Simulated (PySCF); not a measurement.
A structure optimised at B3LYP-D3(BJ)/def2-SVP, used in a PySCF frequency run:

```
O
C 1 1.4014
H 2 1.1039 1 110.18
H 2 1.1039 3 107.71 1 -120.20
H 2 1.1057 3 108.01 4 -116.43
Al 1 1.6761 2 139.04 3 120.65
F 6 1.6537 1 118.57 2 180.00
Br 6 2.2414 7 119.27 1 180.00
```

### Question
Write its SMILES, formula and point group.

### Answer
C[O][Al]([F])[Br], CH₃AlBrFO, Cs

### Question
What are its rotational constants (standard atomic weights)?

### Answer
3.0861, 1.4951, 1.0136 GHz
